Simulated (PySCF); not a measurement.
## Mayer bond orders and bond lengths

Compound: C2H13FSi5.
SMILES with atom numbers: `[F:1][Si@H:2]1[CH2:3][SiH2:4][SiH2:5][SiH2:6][CH2:7][SiH2:8]1` (hydrogens: H9 on Si2; H10, H11 on C3; H12, H13 on Si4; H14, H15 on Si5; H16, H17 on Si6; H18, H19 on C7; H20, H21 on Si8)

Cartesian coordinates in Å at the GFN2-xTB level; atoms count from 1:
```
atom  x, y, z in Å
F1     1.5719   -1.0172   -1.6323
Si2    1.2000   -1.6578   -0.1789
C3     1.8057   -0.3947    1.1084
Si4    2.0077    1.4039    0.4846
Si5    0.0347    2.1532   -0.4778
Si6   -1.9294    1.0705    0.1265
C7    -2.1077   -0.5935   -0.7953
Si8   -1.0706   -2.0516   -0.1434
H9     2.0733   -2.8348   -0.1787
H10    1.1202   -0.3966    1.9573
H11    2.7661   -0.7187    1.5092
H12    2.4167    2.2006    1.6571
H13    3.1734    1.4178   -0.4096
H14    0.1610    2.1327   -1.9459
H15   -0.1181    3.5913   -0.1856
H16   -1.9902    0.7793    1.5715
H17   -3.1556    1.8399   -0.1503
H18   -1.8668   -0.4334   -1.8477
H19   -3.1562   -0.8922   -0.7747
H20   -1.5139   -2.3352    1.2325
H21   -1.4310   -3.2464   -0.9276
```

Bond orders from the PBE0/pcSseg-1 density (PySCF). One conformer (not necessarily the lowest) at the GFN2-xTB geometry, without solvent, vibrations or thermal averaging.

Problem. Where do the orders between heavy atoms depart from those drawn in the SMILES?

Solution. The largest departure is 0.149, at F1–Si2 (drawn single, 0.851). Drawn single, order below 0.88: F1–Si2 (0.851).

Problem. Set the Mayer orders of the bonds between heavy atoms beside their lengths.

Solution. 
```tsv
bond	drawn as	length (Å)	Mayer order
F1–Si2	single	1.631	0.851
Si2–C3	single	1.902	0.897
C3–Si4	single	1.914	0.881
Si4–Si5	single	2.320	0.883
Si5–Si6	single	2.323	0.895
Si6–C7	single	1.911	0.902
C7–Si8	single	1.904	0.914
Si8–Si2	single	2.305	0.906
```

Bonds between the same two heavy elements. C–Si: lowest C3–Si4 (0.881, 1.914 Å), highest C7–Si8 (0.914, 1.904 Å). Si–Si: lowest Si4–Si5 (0.883, 2.320 Å), highest Si8–Si2 (0.906, 2.305 Å).

Problem. And the bonds to hydrogen?

Solution. H–Si: 0.93 to 0.95 (9 bonds); C–H: 0.93 to 0.94 (4 bonds).

Problem. Sum the orders of all bonds at each heavy atom with more than one neighbour and set the sums beside the valence in the SMILES.

Solution. Si2 3.580 (drawn 4), C3 3.647 (drawn 4), Si4 3.652 (drawn 4), Si5 3.636 (drawn 4), Si6 3.677 (drawn 4), C7 3.682 (drawn 4), Si8 3.693 (drawn 4). Orders between atoms that aren't bonded are not in these sums.

The Mayer order sums products of elements of PS (density times overlap matrix) between the two atoms' basis functions, so it depends on the basis set.
